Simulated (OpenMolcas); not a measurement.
# Mn5+: the spin-orbit constant, Racah parameters, worked from levels

```yaml
Program: OpenMolcas 26.06
Basis: ANO-RCC-VTZP [6s5p3d2f1g]
Scalar_Hamiltonian: DKH2, point nucleus
Active_space: 2 electrons in 10 orbitals (3d 4d)
State_averaging: 2S+1 = 3 even, 10 roots; 2S+1 = 1 even, 15 roots
Spin-orbit_coupling: state interaction with AMFI integrals over the reference wave functions, term energies averaged over their components
```

Methods: CASSCF; SS-CASPT2, IPEA 0.25 Eh, imaginary shift 0.1 Eh (closed shells correlated: 3s 3p). Measured levels: Corliss and Sugar, J. Phys. Chem. Ref. Data 6, 1253 (1977).

**The spin-orbit constant.** For the Hund term ³F of d2, E(J) = (A/2) J(J+1) + constant and ζ = 2S·A = 2A. From J = 2 to J = 4 the energy changes by 7 A.

```csv
Source,E(4) - E(2),A,ζ
CASSCF,1711.4,244.5,489
SS-CASPT2,1716.4,245.2,490
measured,1669.0,238.4,477
```

All in cm-1. SS-CASPT2 is off by +2.8 % and CASSCF by +2.5 %. Both methods take the spin-orbit matrix elements from the reference wave functions, so the second can move ζ only through the term energies and any multistate remixing. Second-order mixing with other terms is absorbed into this ζ.

**Racah parameters.** Above ³F, d2 has ³P at 15B, ¹G at 12B + 2C and ¹D at 5B + 2C. The first two fix B and C, and the third tests them; where it misses by thousands of cm-1, two parameters do not describe the configuration (Trees and configuration-interaction terms are left out) and B and C hang on the terms chosen. Term energies are centres of gravity, weighted by 2J + 1.

```tsv
Source	³P	¹G	B	C	C/B	¹D from B, C	¹D found
CASSCF	21190	27446	1413	5247	3.71	17559	17585
SS-CASPT2	18330	25445	1222	5390	4.41	16890	14610
measured	17380	24547	1159	5322	4.59	16439	14372
```

Energies in cm-1. From CASSCF to SS-CASPT2, B changes by -13.5 % and C by +2.7 %. Against the measured terms, SS-CASPT2 has B off by +5.4 % and C by +1.3 %.

CASPT2 breaks the degeneracy within a term, and the mean is taken; among the terms shown or strongly mixed into the levels shown the widest spread is 700 cm-1 (3d² ¹G, SS-CASPT2). Active for correlation alone: 4d; no level in the range computed is led by a configuration that fills it, so any true level of that kind is missing. Without dynamic correlation excited terms often stand tens of per cent too high (terms of higher spin than the ground term too low), and those without a measured partner can miss by more than the paired ones (holds for CASSCF). Measured partners are found by configuration, term and J. A level has none where our copy of the source lacks it or the pairing is in doubt (some pairs that miss far off the trend of their configuration count as doubtful), and it then counts in no deviation. Only configurations of the active space appear.
